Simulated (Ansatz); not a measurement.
Basis-set extrapolation for `[SiH3][SiH]1O[SiH2]1` (PBE0-D4/def2-TZVP geometry, frozen core, the Gaussian-basis code of Ansatz). Multiplicity 1, RHF reference.

```tsv
	def2-TZVPP	def2-QZVPP
HF	-945.233622	-945.264695
MP2 correlation	-0.600521	-0.647054
CCSD(T) correlation	-0.678766	not run
```

Energies in hartree. Use E(X) = E(∞) + A·exp(−7.88·√X) for Hartree–Fock and E(X) = E(∞) + B·X^(−2.97) for correlation, with X = 3 and 4, and add CCSD(T) minus MP2 of the smaller set to the MP2 limit.

Q: What is the CCSD(T) energy at the basis-set limit?

A: HF limit: -945.264695 + (-0.031073) × 0.13774 = -945.26897. MP2 limit: -0.647054 + (-0.046533) × 0.74074 = -0.68152. Higher-order term: -0.678766 − (-0.600521) = -0.07825. Total: -946.02874 hartree, 3.17 eV below CCSD(T)/def2-TZVPP.
